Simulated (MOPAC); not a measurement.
Job for MOPAC: PM6 on H5NOSn (SMILES [NH2][SnH2][OH]), a point of a torsion scan.

```
PM6 1SCF PRECISE CHARGE=0 THREADS=1
H5NOSn

N      1.41916325 1    -0.37706952 1     0.18057233 1
Sn    -0.30428134 1     0.61754266 1     0.08010280 1
O     -1.50280878 1    -0.77360240 1    -0.57402355 1
H      1.39335309 1    -1.23813768 1    -0.34993964 1
H      2.25068224 1     0.12642110 1    -0.09614143 1
H     -0.39924059 1     1.95271150 1    -0.96243142 1
H     -0.76461866 1     1.02582866 1     1.62307219 1
H     -2.24433412 1    -0.50048295 1    -1.10860729 1
```

It printed:

```
*******************************************************************************
 **                                                                           **
 **                              MOPAC v23.2.5                                **
 **                                                                           **
 *******************************************************************************
 ** MOPAC's Digital Object Identifier: https://doi.org/10.5281/zenodo.6511958 **
 **                                                                           **
 ** Please cite the open-source release paper for use of this MOPAC version:  **
 ** J. E. Moussa and J. J. P. Stewart (2026)                                  **
 ** MOPAC: An open-source semiempirical molecular orbital program             **
 ** J. Open Source Softw., 11(119), 8025, https://doi.org/10.21105/joss.08025 **
 *******************************************************************************

                              PM6 CALCULATION RESULTS

 *******************************************************************************
 *  PM6        - The PM6 Hamiltonian to be used
 *
 *
 *
 *                 CHARGE ON SYSTEM = 0
 *
 *
 *
 *  PRECISE    - TIGHTER CRITERIA TO BE USED
 *  1SCF       - DO 1 SCF AND THEN STOP
 *  THREADS=1  - MULTI-THREADING NOT USED
 *  T=         - A TIME OF 172800.0 SECONDS REQUESTED
 *  DUMP=N     - RESTART FILE WRITTEN EVERY 7200.0 SECONDS REQUESTED
 *******************************************************************************
PM6 1SCF PRECISE CHARGE=0 THREADS=1
 H5NOSn

   ATOM   CHEMICAL          X               Y               Z
  NUMBER   SYMBOL      (ANGSTROMS)     (ANGSTROMS)     (ANGSTROMS)

     1       N          1.41916325  *  -0.37706952  *   0.18057233  *
     2      Sn         -0.30428134  *   0.61754266  *   0.08010280  *
     3       O         -1.50280878  *  -0.77360240  *  -0.57402355  *
     4       H          1.39335309  *  -1.23813768  *  -0.34993964  *
     5       H          2.25068224  *   0.12642110  *  -0.09614143  *
     6       H         -0.39924059  *   1.95271150  *  -0.96243142  *
     7       H         -0.76461866  *   1.02582866  *   1.62307219  *
     8       H         -2.24433412  *  -0.50048295  *  -1.10860729  *



          CARTESIAN COORDINATES

    NO.       ATOM           X           Y           Z

     1         N          1.4192     -0.3771      0.1806
     2        Sn         -0.3043      0.6175      0.0801
     3         O         -1.5028     -0.7736     -0.5740
     4         H          1.3934     -1.2381     -0.3499
     5         H          2.2507      0.1264     -0.0961
     6         H         -0.3992      1.9527     -0.9624
     7         H         -0.7646      1.0258      1.6231
     8         H         -2.2443     -0.5005     -1.1086

 General Reference for PM6:
 "Optimization of Parameters for Semiempirical Methods V: Modification of NDDO Approximations
 and Application to 70 Elements", J. J. P. Stewart, J. Mol. Mod., 13, 1173-1213 (2007)
 URL: https://link.springer.com/article/10.1007/s00894-007-0233-4

           Empirical Formula: H5 N O Sn  =     8 atoms



      MOLECULAR POINT GROUP   :   C1


      RHF CALCULATION, NO. OF DOUBLY OCCUPIED LEVELS = 10


 -------------------------------------------------------------------------------
 PM6 1SCF PRECISE CHARGE=0 THREADS=1
 H5NOSn



     1SCF WAS SPECIFIED, SO BFGS WAS NOT USED
     SCF FIELD WAS ACHIEVED


                              PM6 CALCULATION
                                                       MOPAC v23.2.5 Linux




          FINAL HEAT OF FORMATION =         -6.88363 KCAL/MOL =     -28.80112 KJ/MOL


          COSMO AREA              =        106.44 SQUARE ANGSTROMS
          COSMO VOLUME            =         94.23 CUBIC ANGSTROMS

          IONIZATION POTENTIAL    =          9.318422 EV
          HOMO LUMO ENERGIES (EV) =         -9.318  1.049
          NO. OF FILLED LEVELS    =         10
          MOLECULAR WEIGHT        =        153.7356         POINT GROUP:  C1

          MOLECULAR DIMENSIONS (Angstroms)

            Atom       Atom       Distance
            H     8    H     5     4.65008
            H     4    H     7     3.44230
            H     6    H     4     2.52642


          SCF CALCULATIONS        =          1





   ATOM   CHEMICAL          X               Y               Z
  NUMBER   SYMBOL      (ANGSTROMS)     (ANGSTROMS)     (ANGSTROMS)

     1       N          1.41916325  *  -0.37706952  *   0.18057233  *
     2      Sn         -0.30428134  *   0.61754266  *   0.08010280  *
     3       O         -1.50280878  *  -0.77360240  *  -0.57402355  *
     4       H          1.39335309  *  -1.23813768  *  -0.34993964  *
     5       H          2.25068224  *   0.12642110  *  -0.09614143  *
     6       H         -0.39924059  *   1.95271150  *  -0.96243142  *
     7       H         -0.76461866  *   1.02582866  *   1.62307219  *
     8       H         -2.24433412  *  -0.50048295  *  -1.10860729  *

                             CARTESIAN COORDINATES

   1    N        1.419163250    -0.377069520     0.180572330
   2   Sn       -0.304281340     0.617542660     0.080102800
   3    O       -1.502808780    -0.773602400    -0.574023550
   4    H        1.393353090    -1.238137680    -0.349939640
   5    H        2.250682240     0.126421100    -0.096141430
   6    H       -0.399240590     1.952711500    -0.962431420
   7    H       -0.764618660     1.025828660     1.623072190
   8    H       -2.244334120    -0.500482950    -1.108607290


           Empirical Formula: H5 N O Sn  =     8 atoms



      MOLECULAR POINT GROUP   :   C1


                  EIGENVALUES
 -29.51172 -27.47126 -18.10102 -16.26003 -15.27023 -13.44356 -12.55366 -11.79037
 -10.66337  -9.31842   1.04904   2.33081   3.40479   4.16787   6.00086   6.20714
   7.24157


              NET ATOMIC CHARGES AND DIPOLE CONTRIBUTIONS

  ATOM NO.   TYPE          CHARGE      No. of ELECS.   s-Pop       p-Pop
    1          N          -0.806990        5.8070     1.61592     4.19107
    2         Sn           1.063156        2.9368     1.15945     1.77739
    3          O          -0.829827        6.8298     1.77428     5.05555
    4          H           0.233497        0.7665     0.76650
    5          H           0.219732        0.7803     0.78027
    6          H          -0.120526        1.1205     1.12053
    7          H          -0.083009        1.0830     1.08301
    8          H           0.323968        0.6760     0.67603
 DIPOLE           X         Y         Z       TOTAL
 POINT-CHG.    -0.083     4.125    -0.312     4.138
 HYBRID         0.082    -0.658    -1.399     1.548
 SUM           -0.001     3.467    -1.711     3.866


          ATOMIC ORBITAL ELECTRON POPULATIONS

     Atom    s        px        py        pz
    1  N   1.61592   1.24099   1.25683   1.69324
    2 Sn   1.15945   0.49036   0.55957   0.72746
    3  O   1.77428   1.56629   1.70069   1.78856
    4  H   0.76650
    5  H   0.78027
    6  H   1.12053
    7  H   1.08301
    8  H   0.67603

 **********************
 *                    *
 * JOB ENDED NORMALLY *
 *                    *
 **********************




 == MOPAC DONE ==
```

The run finished.

Cost: roughly 0.020 core-seconds.
